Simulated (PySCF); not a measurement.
## Two-dimensional NMR puzzle

Compound of formula C₂H₁₀N₂O₂Si₂. Correlations simulated from computed shifts and the bond graph:

HSQC (one-bond C–H):
| δH | δC |
| --- | --- |
| 3.74 | 67.1 |
| 3.67 | 64.2 |
| 3.13 | 64.2 |
| 3.08 | 67.1 |

COSY cross peaks (H two or three bonds apart, from the bond graph; peaks can be absent where the dihedral angle is near 90°):
| δH | δH |
| --- | --- |
| 5.00 | 3.74 |
| 5.00 | 3.08 |
| 4.68 | 3.67 |
| 4.68 | 3.13 |
| 3.74 | 3.08 |
| 3.67 | 3.13 |

HMBC (two and three bonds, from the bond graph):
| δH | δC |
| --- | --- |
| 5.00 | 67.1 |
| 4.68 | 64.2 |
| 3.74 | 64.2 |
| 3.67 | 67.1 |
| 3.13 | 67.1 |
| 3.08 | 64.2 |

Theory: GFN2-xTB geometry, NMR shieldings at PBE0/pcSseg-1/GIAO, in PySCF 2.14 (no solvent, no relativistic terms, one computed conformer, equivalent nuclei averaged).

Shifts are taken against calculated references (same method and geometry level): ¹H (σ = 31.72 ppm), ¹³C (σ = 186.93 ppm) against TMS.

Exchangeable hydrogens are left out of these lists.

Q: Assemble the structure.

A: SMILES N[Si@@H]1COC[Si@@H](O)N1.

Mapped SMILES: `[NH2:1][Si@@H:2]1[CH2:3][O:4][CH2:5][Si@@H:6]([OH:7])[NH:8]1` (H(Xn): hydrogen on atom n). Ha(C3), Ha(C5) are cis to N1 on the ring; Hb(C3), Hb(C5) are trans to N1 on the ring.

- δC 67.1 is C5, an sp3 CH2 bonded to O and Si (δH 3.74, 3.08).
- δC 64.2 is C3, an sp3 CH2 bonded to O and Si (δH 3.13, 3.67).
- COSY links 5.00–3.74, 5.00–3.08, 4.68–3.67, 4.68–3.13, 3.74–3.08, 3.67–3.13.

The data come from this structure; uniqueness wasn't tested.

OH/NH shifts are gas-phase values; hydrogen bonding in solution moves them, usually downfield. Shifts are as computed. Against solution values, carbons near 30 ppm lie about +3 ppm off and those near 130 ppm about +5 ppm. Of 1211 compounds with measured shifts, 218 miss one by over three times the rms of a fit or turn the order of signals round; such compounds aren't used in these exercises.
